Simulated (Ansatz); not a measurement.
Wavefunction ladder for `[F][SnH2][SH]`

Cartesian coordinates in Å:
```
F 2.0122 -0.2369 0.1010
Sn 0.2455 0.5160 -0.0122
S -1.2723 -1.1009 0.8511
H 0.2668 1.8617 1.0205
H 0.0228 0.7788 -1.6757
H -1.2751 -1.8187 -0.2847
```

Charge 0, multiplicity 1. Correlated methods include outer-core shells of Sn, which these sets cover unevenly. Sn takes the def2 core potential. The structure was optimised at the PBE0-D4/def2-TZVP level. It is one conformer, not always the lowest. Frozen core, restricted reference, Ansatz 0.2.0.

```tsv
basis	HF (Eh)	MP2 corr.
def2-SVP	-711.89002	-0.43272
def2-TZVPP	-712.17308	-0.75814
def2-QZVPP	-712.19219	-1.01237
```

Problem. Estimate the CCSD correlation energy and the (T) correction in each basis where they were run (hartree).

Solution. 
| basis | CCSD corr. | (T) |
| --- | --- | --- |
| def2-SVP | -0.46593 | -0.01019 |
| def2-TZVPP | -0.77873 | -0.02553 |
| def2-QZVPP | -1.00239 | -0.03318 |
